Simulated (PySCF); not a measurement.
Sn(H)3(SiH3) (H6SiSn), SMILES [SiH3][SnH3].

Geometry optimised at B3LYP-D3(BJ)/def2-TZVP. The def2 effective core potentials stand for the cores of Sn; spin–orbit coupling is left out.

The numbers are results of PySCF with TDDFT-LC-ωPBE/def2-SVPD, not measurements.

Vertical excitations; the highest root listed may be one member of a degenerate set. The molecule is in vacuum. State labels are in the subgroup Cs.

Computed lowest excited states:
```
state  symmetry  energy (eV)  λ (nm)      f                                                                    main pairs
-----  --------  -----------  ------  -----  ----------------------------------------------------------------------------
S1           A'         7.36     168  0.033                                                  HOMO→LUMO+3 (degenerate set)
S2           A"         7.36     168  0.033                                                  HOMO→LUMO+2 (degenerate set)
S3           A'         7.59     163  0.415                                                                HOMO→LUMO 87 %
S4           A'         7.86     158  0.507                                                              HOMO→LUMO+1 90 %
S5           A"         8.28     150  0.000                                                  HOMO→LUMO+5 (degenerate set)
S6           A'         8.28     150  0.000                                                  HOMO→LUMO+4 (degenerate set)
S7           A"         8.43     147  0.000  HOMO−1→LUMO+3 41 %, HOMO−2→LUMO+2 41 %, HOMO−2→LUMO+5 6 %, HOMO−1→LUMO+4 6 %
S8           A'         8.53     145  0.168                                                              HOMO−2→LUMO 87 %
T1           A'         6.26     198      0          HOMO→LUMO 55 %, HOMO→LUMO+1 20 %, HOMO→LUMO+10 11 %, HOMO→LUMO+7 9 %
T2           A'         6.36     195      0                                                  HOMO→LUMO+3 (degenerate set)
T3           A"         6.36     195      0                                                  HOMO→LUMO+2 (degenerate set)
T4           A'         7.24     171      0      HOMO→LUMO+1 50 %, HOMO→LUMO 12 %, HOMO−2→LUMO+3 10 %, HOMO−1→LUMO+2 10 %
```
Triplets are in the Tamm–Dancoff approximation, which puts them higher than full response would, so one can lie above its singlet here.
